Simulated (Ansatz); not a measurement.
Born–Oppenheimer molecular dynamics of CH₅ClOSi (9 atoms, charge 0, multiplicity 1). It goes on from the last frame of an earlier run, with new velocities.

These are results of RKS B3LYP-D4/def2-SVP (Ansatz 0.2.0), not measurements.

- ensemble: NVE (velocity Verlet)
- time step: 0.5 fs
- steps asked: 250
- starting velocities drawn for: 1500 K
- seed: 910949

Frames 5 fs apart, positions in Å, forces in eV/Å.

Velocities at 35 fs (Å/ps):

```
Si -2.51 -0.30 -4.84
Cl 2.58 1.18 7.57
H 19.72 1.73 -23.16
H -18.68 -26.34 -30.54
O -4.68 -2.44 -3.20
C 5.56 3.19 -5.09
H -26.25 -20.45 10.38
H 22.68 1.45 -32.19
H -10.04 11.16 55.63
```

```xyz
9
Properties=species:S:1:pos:R:3:forces:R:3 time_fs=35 energy_less_start_eV=0.653 T=781
Si 0.018 0.074 0.006 2.38 -0.37 1.76
Cl 0.454 0.221 2.110 -0.75 0.49 -0.73
H 1.376 0.342 -0.497 -0.10 0.36 -0.45
H -1.069 0.680 -0.673 -1.17 1.28 -0.13
O -0.219 -1.498 -0.197 2.07 -1.59 -0.04
C -1.235 -2.340 0.133 -2.58 1.34 1.51
H -1.544 -2.559 1.205 1.55 0.12 -0.32
H -2.093 -1.739 -0.119 -1.70 -0.24 -0.69
H -1.252 -3.239 -0.419 0.30 -1.41 -0.92
9
Properties=species:S:1:pos:R:3:forces:R:3 time_fs=40 energy_less_start_eV=0.688 T=742
Si 0.015 0.072 -0.013 1.09 0.42 0.38
Cl 0.464 0.229 2.144 -0.78 0.40 -1.52
H 1.392 0.379 -0.630 -1.05 0.08 0.23
H -1.218 0.660 -0.788 0.87 0.22 1.14
O -0.222 -1.519 -0.213 2.55 -0.48 -0.02
C -1.242 -2.313 0.128 -4.15 -2.13 -1.09
H -1.492 -2.584 1.179 0.71 0.98 0.26
H -2.159 -1.788 -0.323 0.18 -1.08 0.71
H -1.243 -3.390 -0.305 0.58 1.58 -0.10
9
Properties=species:S:1:pos:R:3:forces:R:3 time_fs=45 energy_less_start_eV=0.256 T=1217
Si 0.021 0.072 -0.027 -0.64 -0.63 1.40
Cl 0.469 0.239 2.168 -0.65 0.28 -1.89
H 1.217 0.447 -0.732 0.71 0.34 -0.26
H -1.215 0.719 -0.667 0.50 0.15 0.87
O -0.191 -1.548 -0.230 0.16 0.39 -0.68
C -1.317 -2.314 0.109 1.24 -1.50 0.38
H -1.285 -2.415 1.221 -0.99 0.20 -0.38
H -2.249 -2.025 -0.395 -0.27 0.57 0.46
H -1.122 -3.342 -0.271 -0.05 0.21 0.10
9
Properties=species:S:1:pos:R:3:forces:R:3 time_fs=50 energy_less_start_eV=0.509 T=939
Si 0.025 0.068 -0.029 1.34 -0.98 1.78
Cl 0.469 0.251 2.180 -0.41 0.06 -1.98
H 1.147 0.576 -0.866 0.10 -0.19 0.33
H -1.136 0.833 -0.356 -1.09 0.58 -0.01
O -0.156 -1.571 -0.257 -1.34 1.14 -1.05
C -1.377 -2.336 0.096 2.74 -0.14 0.96
H -1.294 -2.217 1.208 -1.20 -0.69 -0.52
H -2.381 -2.167 -0.363 0.72 0.74 0.06
H -0.981 -3.307 -0.232 -0.86 -0.51 0.43
9
Properties=species:S:1:pos:R:3:forces:R:3 time_fs=55 energy_less_start_eV=0.492 T=958
Si 0.037 0.057 -0.016 -0.28 1.02 1.60
Cl 0.467 0.264 2.178 -0.07 -0.19 -1.78
H 1.113 0.664 -0.932 -0.45 -0.63 0.69
H -1.213 1.019 -0.031 0.79 -1.10 -0.35
O -0.141 -1.579 -0.298 -2.27 0.35 -0.22
C -1.383 -2.360 0.098 1.95 0.03 -0.01
H -1.558 -2.144 1.158 0.30 -0.50 0.37
H -2.387 -2.134 -0.344 0.97 0.24 -0.77
H -1.016 -3.406 -0.120 -0.92 0.77 0.47
9
Properties=species:S:1:pos:R:3:forces:R:3 time_fs=60 energy_less_start_eV=0.463 T=990
Si 0.046 0.052 0.012 -1.55 -0.31 2.79
Cl 0.465 0.275 2.164 0.32 -0.37 -1.27
H 1.013 0.629 -0.870 0.88 0.12 -0.54
H -1.157 0.988 0.204 0.24 -0.78 -0.93
O -0.158 -1.582 -0.342 -1.56 -0.32 0.93
C -1.354 -2.374 0.102 -0.16 2.12 1.19
H -1.751 -2.180 1.172 1.25 0.20 -1.06
H -2.205 -2.034 -0.496 -0.06 -0.37 -0.51
H -1.223 -3.452 0.079 0.63 -0.28 -0.60
9
Properties=species:S:1:pos:R:3:forces:R:3 time_fs=65 energy_less_start_eV=0.666 T=768
Si 0.047 0.044 0.060 1.16 -2.01 0.75
Cl 0.464 0.283 2.142 0.56 -0.38 -0.52
H 1.063 0.592 -0.881 -0.02 -0.19 0.25
H -1.101 0.817 0.238 -1.92 0.95 -0.75
O -0.197 -1.588 -0.373 0.69 0.53 1.55
C -1.323 -2.354 0.115 -0.83 -0.57 -3.55
H -1.723 -2.154 1.074 -0.22 1.16 1.51
H -2.029 -2.031 -0.722 -0.41 -1.10 1.39
H -1.286 -3.514 0.144 0.99 1.60 -0.63
9
Properties=species:S:1:pos:R:3:forces:R:3 time_fs=70 energy_less_start_eV=0.282 T=1191
Si 0.051 0.022 0.116 -1.52 -0.39 -1.28
Cl 0.467 0.290 2.116 0.47 -0.22 0.27
H 1.125 0.523 -0.849 -0.51 -0.18 0.72
H -1.339 0.771 0.087 1.20 -0.50 -0.38
O -0.227 -1.585 -0.382 1.87 1.68 0.76
C -1.309 -2.329 0.083 -0.81 1.96 1.31
H -1.676 -1.940 1.132 0.21 -0.91 -1.82
H -2.001 -2.235 -0.732 -1.75 0.19 -0.13
H -1.118 -3.368 0.090 0.84 -1.64 0.56
9
Properties=species:S:1:pos:R:3:forces:R:3 time_fs=75 energy_less_start_eV=0.524 T=925
Si 0.044 -0.004 0.162 -2.70 -0.13 -2.12
Cl 0.474 0.294 2.093 0.33 -0.03 1.38
H 1.110 0.429 -0.684 0.86 0.55 -0.45
H -1.368 0.653 -0.145 1.32 -0.13 0.46
O -0.230 -1.559 -0.381 1.15 1.32 -0.61
C -1.310 -2.289 0.056 0.18 -4.05 -2.39
H -1.629 -1.859 0.949 -1.23 0.10 2.33
H -2.239 -2.411 -0.669 1.72 0.63 0.89
H -0.834 -3.381 0.137 -1.62 1.75 0.50
9
Properties=species:S:1:pos:R:3:forces:R:3 time_fs=80 energy_less_start_eV=0.886 T=527
Si 0.019 -0.031 0.189 1.90 0.77 -2.61
Cl 0.482 0.299 2.078 0.11 0.08 2.21
H 1.229 0.433 -0.573 -0.29 0.04 0.16
H -1.161 0.537 -0.298 -1.73 1.60 0.04
O -0.218 -1.516 -0.387 -0.34 -1.45 -1.10
C -1.312 -2.301 0.012 0.41 2.46 4.36
H -1.753 -1.859 1.020 0.67 -0.73 -1.31
H -2.215 -2.465 -0.496 -1.05 0.06 -2.37
H -0.828 -3.166 0.310 0.32 -2.83 0.63
9
Properties=species:S:1:pos:R:3:forces:R:3 time_fs=85 energy_less_start_eV=0.754 T=671
Si 0.004 -0.049 0.193 0.98 3.78 -2.99
Cl 0.491 0.304 2.078 -0.17 -0.05 2.30
H 1.303 0.454 -0.448 -0.80 -0.26 -0.02
H -1.202 0.710 -0.393 0.48 -0.02 0.95
O -0.210 -1.494 -0.408 -1.46 -3.61 -0.14
C -1.309 -2.299 0.035 0.22 -2.67 -0.18
H -1.791 -1.963 0.920 -0.65 1.43 1.17
H -2.206 -2.471 -0.700 2.01 0.19 0.62
H -0.895 -3.291 0.523 -0.62 1.21 -1.72
9
Properties=species:S:1:pos:R:3:forces:R:3 time_fs=90 energy_less_start_eV=0.453 T=1000
Si -0.003 -0.038 0.174 -0.71 2.50 -1.58
Cl 0.499 0.309 2.094 -0.35 -0.27 1.72
H 1.237 0.436 -0.350 0.81 0.30 -1.08
H -1.194 0.907 -0.297 0.88 -0.96 0.73
O -0.221 -1.521 -0.431 -0.25 -1.67 1.27
C -1.304 -2.329 0.068 -1.05 2.27 -0.28
H -1.901 -1.832 0.928 0.64 -0.44 -1.34
H -1.882 -2.454 -0.845 -1.04 -0.35 0.12
H -1.044 -3.285 0.437 1.08 -1.38 0.44
```

Of the whole run (125 fs, mean temperature of the second half 898 K): The conserved energy stayed within 0.61 meV per atom of its start (net change 0.22 meV per atom), so the integration is sound. A run of 0.12 ps of so small a system gives no equilibrium averages.

The run took 8.2 min on 2 threads of Arm Neoverse V1 (shared host), peak memory 0.17 GiB.
